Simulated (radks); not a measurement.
Values are calculated unless marked as measured or tabulated.
Q: The technetium ion Tc12+, configuration [Ar] 3d10 4s2 4p1. Level of theory: Dirac Kohn-Sham, exchange-only PBE, spin-unpolarised, spherical densities, finite nucleus; open shells fill j = l - 1/2 first; Fermi nuclear charge, rms radius 4.4112 fm (a radial shooting solver on a logarithmic mesh with Libxc functionals). Some entries of the table are withheld. Estimate them.

| orbital | occ. | eigenvalue (eV) | r(max) (bohr) |
|---|---|---|---|
| 1s1/2 | 2 | -21108.61 | 0.02228 |
| 2s1/2 | 2 | -3220.401 | 0.1262 |
| 2p1/2 | 2 | -2989.720 | 0.09809 |
| 2p3/2 | 4 | -2871.260 | 0.1020 |
| 3s1/2 | 2 | -754.3098 | 0.3713 |
| 3p1/2 | 2 | -665.5335 | (1) |
| 3p3/2 | 4 | -645.4114 | (2) |
| 3d3/2 | 4 | -488.6531 | 0.3074 |
| 3d5/2 | 6 | -484.7346 | 0.3101 |
| 4s1/2 | 2 | -279.8518 | 0.8937 |
| 4p1/2 | 1 | -250.0386 | (3) |
| 4p3/2 | 0 | -245.6361 | (4) |

A: 
(1) 3p1/2 r(max) (bohr): 0.3580
(2) 3p3/2 r(max) (bohr): 0.3673
(3) 4p1/2 r(max) (bohr): 0.9241
(4) 4p3/2 r(max) (bohr): 0.9420
